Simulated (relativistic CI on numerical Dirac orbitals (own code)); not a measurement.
From line strength to rate: Xe I 1295.59 Å (vacuum)

Problem. For 5p6 1S_0 – 5p5.6s 3P°_1 of Xe I a semi-empirical relativistic CI calculation gives the line strength S = 0.8703 e²a₀² in the length gauge. The measured levels are 0.00 and 77185.04 cm⁻¹ (NIST Handbook). Find gf, f, A and the partial lifetime.

Working.
1. σ = 77185.04 − 0.00 = 77185.04 cm⁻¹, so the vacuum wavelength is 10⁸/σ = 1295.59 Å.
2. gf = 303.756 S/λ(Å) = 0.204, log gf = -0.690; with g = 1 for the lower level, f = 0.204.
3. A = 2.02613 × 10¹⁸ S/(g_u λ³) with g_u = 3: A = 2.70 × 10^8 s⁻¹.
4. The partial lifetime for this S is 1/A = 3.7 ns; in the calculation this line carries 100 % of the decay of the upper level.

Check. The Handbook lists A = 2.53 × 10^8 s⁻¹, a tabulated value with its own uncertainty (a few per cent for the best lines, 25 % or more for others); ours lies 7 % above it. The velocity form of the same calculation gives S = 0.71, and the gap between the two forms is a rough gauge of the error in S. With the computed energy (78598 cm⁻¹) in place of the measured one the rate would change by the factor (σ_calc/σ)³ = 1.06.
